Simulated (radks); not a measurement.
Values are calculated unless marked as measured or tabulated.
Q: Ionisation of neutral selenium, [Ar] 3d10 4s2 4p4, to Se+, [Ar] 3d10 4s2 4p3, under several functionals. Dirac Kohn-Sham, spin-unpolarised, spherical densities, finite nucleus; open shells fill j = l - 1/2 first; a radial shooting solver on a logarithmic mesh with Libxc functionals. The NIST Atomic Spectra Database gives 9.752 eV (measured). Rank these functionals by the error of their Delta-SCF ionisation energy: OLYP; PBEsol; XLYP.

A: From best to worst: OLYP 10.537 eV (+0.785); XLYP 10.541 eV (+0.789); PBEsol 10.660 eV (+0.908). Spin polarisation and multiplet splitting are left out, so open shells lie too high by an amount that depends on their filling.

Beside tabulated values, note that spin-unpolarised runs miss the spin-polarisation part of the exchange energy of open shells.
